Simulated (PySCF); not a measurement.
# Mayer bond orders and bond lengths

Species: C5H8SSi.
SMILES with atom numbers: `[CH:1]#[C:2][C@H:3]1[CH2:4][SiH2:5][CH2:6][S:7]1` (hydrogens: H8 on C1; H9 on C3; H10, H11 on C4; H12, H13 on Si5; H14, H15 on C6)

Cartesian coordinates in Å at the GFN2-xTB level; atoms count from 1:
```
atom  x, y, z in Å
C1     2.564    0.200    0.804
C2     1.763    0.037   -0.071
C3     0.740   -0.106   -1.077
C4    -0.268   -1.194   -0.708
Si5   -1.394   -0.476    0.655
C6    -1.042    1.378    0.354
S7    -0.167    1.493   -1.239
H8     3.292    0.326    1.548
H9     1.200   -0.276   -2.056
H10   -0.854   -1.444   -1.594
H11    0.263   -2.096   -0.405
H12   -2.799   -0.790    0.397
H13   -0.958   -0.856    1.998
H14   -0.407    1.823    1.119
H15   -1.936    1.987    0.255
```

Bond orders from the PBE0/pcSseg-1 density (PySCF). Isolated species at its GFN2-xTB geometry (one conformer only).

Problem. Where do the orders between heavy atoms depart from those drawn in the SMILES?

Solution. The largest departure is 0.461, at C1–C2 (drawn triple, 2.539). Drawn single, order below 0.88: Si5–C6 (0.859). Drawn double or triple, more than 0.30 short of the drawn order: C1–C2 (2.539).

Problem. Give the Mayer order of every bond, beside its length.

Solution. 
```json
{"bond": "C1–C2", "drawn as": "triple", "length (Å)": "1.198", "Mayer order": "2.539"}
{"bond": "C2–C3", "drawn as": "single", "length (Å)": "1.442", "Mayer order": "0.919"}
{"bond": "C3–C4", "drawn as": "single", "length (Å)": "1.529", "Mayer order": "0.993"}
{"bond": "C4–Si5", "drawn as": "single", "length (Å)": "1.908", "Mayer order": "0.905"}
{"bond": "Si5–C6", "drawn as": "single", "length (Å)": "1.911", "Mayer order": "0.859"}
{"bond": "C6–S7", "drawn as": "single", "length (Å)": "1.821", "Mayer order": "0.977"}
{"bond": "S7–C3", "drawn as": "single", "length (Å)": "1.846", "Mayer order": "1.011"}
{"bond": "C1–H8", "drawn as": "single", "length (Å)": "1.049", "Mayer order": "1.146"}
{"bond": "C3–H9", "drawn as": "single", "length (Å)": "1.094", "Mayer order": "0.917"}
{"bond": "C4–H10", "drawn as": "single", "length (Å)": "1.091", "Mayer order": "0.944"}
{"bond": "C4–H11", "drawn as": "single", "length (Å)": "1.090", "Mayer order": "0.943"}
{"bond": "Si5–H12", "drawn as": "single", "length (Å)": "1.463", "Mayer order": "0.955"}
{"bond": "Si5–H13", "drawn as": "single", "length (Å)": "1.463", "Mayer order": "0.952"}
{"bond": "C6–H14", "drawn as": "single", "length (Å)": "1.089", "Mayer order": "0.929"}
{"bond": "C6–H15", "drawn as": "single", "length (Å)": "1.087", "Mayer order": "0.945"}
```

By pair of heavy elements: C–C: lowest C2–C3 (0.919, 1.442 Å), highest C1–C2 (2.539, 1.198 Å); in 1 of the 3 pairs the longer bond (by over 0.003 Å) has the higher order (by 0.02 or more). C–Si: lowest Si5–C6 (0.859, 1.911 Å), highest C4–Si5 (0.905, 1.908 Å). C–S: lowest C6–S7 (0.977, 1.821 Å), highest S7–C3 (1.011, 1.846 Å); in 1 of the 1 pairs the longer bond (by over 0.003 Å) has the higher order (by 0.02 or more).

Problem. Sum the orders of all bonds at each heavy atom with more than one neighbour and set the sums beside the valence in the SMILES.

Solution. C1 3.685 (drawn 4), C2 3.458 (drawn 4), C3 3.840 (drawn 4), C4 3.785 (drawn 4), Si5 3.671 (drawn 4), C6 3.710 (drawn 4), S7 1.988 (drawn 2). Orders between atoms that aren't bonded are not in these sums.

The Mayer order sums products of elements of PS (density times overlap matrix) between the two atoms' basis functions, so it depends on the basis set.

These values come from a run that also computed NMR shieldings. Hardware: one thread of an Intel Xeon Platinum 8488C, no GPU, shared host. Cost: 31 s of wall time (grids of density and orbitals included), 0.79 GiB resident at most.
